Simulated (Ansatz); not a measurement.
CH8O2Si2 (`CO[SiH](O)[SiH3]`). The species carries charge 0 and has multiplicity 1. Geometry: relaxed with PBE0-D4/def2-TZVP. It is one conformer, not always the lowest.

```xyz
13

C    -2.105    0.145   -0.981
O    -0.735   -0.138   -0.793
Si    0.053    0.081    0.629
O     0.153    1.665    1.076
Si    2.163   -0.876    0.284
H    -2.423   -0.307   -1.922
H    -2.715   -0.269   -0.170
H    -2.281    1.224   -1.032
H    -0.733   -0.531    1.733
H     0.714    2.239    0.551
H     2.917   -0.086   -0.730
H     2.046   -2.279   -0.195
H     2.947   -0.869    1.549
```

Question: What is the dipole moment at PBE/def2-TZVPP? (Best estimate.)

Answer: Computed: 1.19 D, with components (-0.49, 0.75, -0.78) D in this frame, pointing from negative to positive charge.

Question: And with r2SCAN, B3LYP, ωB97M-V? (Best estimate.)

Answer: Ansatz gave: r2SCAN 1.20 D, B3LYP 1.16 D, ωB97M-V 1.18 D.

Question: Give the Mulliken charges with PBE, ωB97M-V, B3LYP in def2-TZVPP. (Estimate.)

Answer: Ansatz gave: 
| atom | PBE | ωB97M-V | B3LYP |
| --- | --- | --- | --- |
| C1 | -0.14 | -0.18 | -0.12 |
| O2 | -0.30 | -0.36 | -0.37 |
| Si3 | 0.48 | 0.49 | 0.57 |
| O4 | -0.34 | -0.37 | -0.39 |
| Si5 | 0.05 | 0.01 | 0.11 |
| H6 | 0.11 | 0.12 | 0.11 |
| H7 | 0.09 | 0.11 | 0.09 |
| H8 | 0.10 | 0.12 | 0.10 |
| H9 | -0.10 | -0.06 | -0.11 |
| H10 | 0.19 | 0.18 | 0.18 |
| H11 | -0.05 | -0.03 | -0.06 |
| H12 | -0.04 | -0.02 | -0.06 |
| H13 | -0.04 | -0.02 | -0.06 |

B3LYP here is the variant with VWN-RPA as its local correlation; programs differ in this.
